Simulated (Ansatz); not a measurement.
# One elementary step

Start structure (GaPNH₇, closed shell), relaxed at PBE0-D4/def2-TZVP:

```csv
atom,x (Å),y (Å),z (Å)
Ga1,-1.0490,-0.3788,0.6942
N2,0.0764,0.9517,1.3592
H3,-2.3655,0.0993,-0.0158
H4,-0.8308,-1.8312,1.2498
H5,0.7195,0.8245,-1.9379
P6,0.5592,-0.4598,-1.3795
H7,0.6417,0.7488,2.1690
H8,-0.2707,1.8964,1.4166
H9,1.8941,-0.6513,-0.9692
H10,0.6250,-1.1994,-2.5864
```

The step: GaNH₄ ([NH2][GaH2]) + PH₃ → GaPH₄ ([PH2][GaH2]) + NH₃ (still joined by a long Ga–N bond); bonds formed: N2–H5; dative contacts that become bonds: Ga1–P6; bonds broken: H5–P6; bonds weakened to dative contacts: Ga1–N2. Computed with Ansatz 0.2.0 (basis: def2-TZVPP and def2-QZVPP); correlated methods freeze the cores. Filled d shells of the heavier atoms are correlated. The def2 sets are not built for correlating such inner shells, so the correlated values are less sure here. Extrapolation: Hartree–Fock as exp(−7.88 √X), correlation as X^−2.97. Energies below are by CCSD(T) at an estimated basis limit (MP2 extrapolated from triple and quadruple zeta, plus CCSD(T) − MP2 in triple zeta).

Problem. What are the electronic barrier and the energy of the step, from the start structure to the end structure? (An estimate is asked for; the value comes from the calculation.)

Solution. Computed: Barrier 0.911 eV; step energy -0.655 eV (downhill); reverse barrier, their difference, 1.566 eV. Barrier and step energy count from the start structure, the reverse barrier from the end structure.

The saddle point: One imaginary mode of 1160i cm⁻¹.
```json
{"pair": "Ga1–P6", "start (Å)": "2.63", "saddle (Å)": "2.49", "end (Å)": "2.36"}
{"pair": "N2–H5", "start (Å)": "3.36", "saddle (Å)": "1.52", "end (Å)": "1.01"}
{"pair": "Ga1–N2", "start (Å)": "1.87", "saddle (Å)": "1.98", "end (Å)": "2.16"}
{"pair": "H5–P6", "start (Å)": "1.41", "saddle (Å)": "1.60", "end (Å)": "3.07"}
```

Zero-point energy (harmonic, PBE0-D4): ZPE is 1.783 eV at the start and 1.722 eV at the saddle, so the barrier goes from 0.911 to 0.850 eV.

The T1 diagnostic stays at or below 0.014. The end structure is not quite a true minimum (one mode of 63i cm⁻¹).

Labels in which every atom is bracketed show which atoms are joined, not bond orders.

For scale, one of the runs: CCSD(T)/def2-TZVPP, 219 basis functions, launched by `ansatz run in.yaml --threads 4 --pin off --events-out ev --progress --plain --max-ram 9574MiB`. The run took 84 s on 4 CPU threads of an Arm Neoverse V1 (shared host), with 3.2 GiB of host memory at its peak.
